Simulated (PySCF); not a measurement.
Zr(H)3(OSiH3) (H6OSiZr), SMILES [ZrH3][O][SiH3], multiplicity 1.

Geometry: B3LYP-D3(BJ)/def2-SVP. The spin state was assumed, not searched. The structure was generated by enumeration; whether it is a known compound was not checked. The def2 effective core potentials stand for the cores of Zr; spin–orbit coupling is left out.

Level of theory: PySCF with B3LYP-D3(BJ)/def2-SVP.

Frequencies are harmonic and unscaled.

Modes within 1.5 cm⁻¹ of each other (mostly degenerate sets) share a row, with their intensities summed.

Computed harmonic wavenumbers and intensities:
```csv
mode,ν (cm⁻¹),IR (km/mol),Raman (Å⁴/amu),depolarisation,moving atoms (share of kinetic energy)
1,48,0.0,0.0,–,H 100 %
2–3,88,0.8,0.6,0.75,"O 68 %, H 23 %"
4,395,3.6,13.7,0.40,"Si 50 %, Zr 23 %, H 21 %"
5–6,404,74.2,14.4,0.75,"H 87 %, O 8 %"
7,573,204.4,7.7,0.71,"H 84 %, Zr 9 %"
8–9,625,171.9,118.1,0.75,H 99 %
10–11,728,107.3,21.7,0.75,"H 84 %, Si 9 %"
12–13,957,151.1,49.9,0.75,H 96 %
14,960,1150.1,9.3,0.72,"H 55 %, O 24 %, Si 21 %"
15,1037,172.1,10.6,0.68,"O 58 %, H 38 %"
16–17,1665,1122.6,159.0,0.75,H 98 %
18,1710,170.7,292.2,0.00,H 99 %
19,2242,79.4,255.4,0.00,H 99 %
20–21,2245,252.9,181.9,0.75,H 96 %
```
